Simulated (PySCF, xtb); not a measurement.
Cl3Sb, SMILES [Cl][Sb-]([Cl])[Cl], charge -1, multiplicity 2.

Harmonic wavenumbers (cm⁻¹) from GFN2-xTB (xtb) at its own minimum, in rising order: 19, 60, 99, 190, 225, 291.

Task: What does PBE-D3(BJ)/def2-SVPD run with PySCF give at its own minimum? (The exact figures need the calculation; the answer reports its results.)

Result: 39, 44, 90, 221, 224, 298. Paired by order, the mean absolute difference is 14 cm⁻¹ and the zero-point energies are 1.3 and 1.3 kcal/mol.
